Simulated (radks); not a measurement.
The numbers below are computed, except where a source is named.
Question: Coherent X-ray form factor from a spherical all-electron density. Level of theory: non-relativistic Kohn-Sham, LDA (Slater exchange, Perdew-Wang correlation), spin-unpolarised, spherical densities, point nucleus (a radial shooting solver on a logarithmic mesh with Libxc functionals).

sin(theta)/lambda (1/angstrom),f0 (electrons)
0.05,5.934
0.1,5.743
0.15,5.446
0.2,5.072
0.25,4.653
0.3,4.220
0.4,3.403
0.5,2.744
0.6,2.267
0.8,1.730
1,1.481
1.25,1.292
1.5,1.126
2,0.816

The species is in the configuration that NIST lists as its ground one. Which atom or ion scatters so?

Answer: The fluorine ion F3+, [He] 2s2 2p2. Extrapolating in s^2 from the first two rows gives f0(0) = 6.0, near the electron count 6; among species with that count, the fall with angle is slower the higher Z, and the table is that of Z = 9; from so few rows the species is fixed only to a neighbour or two.
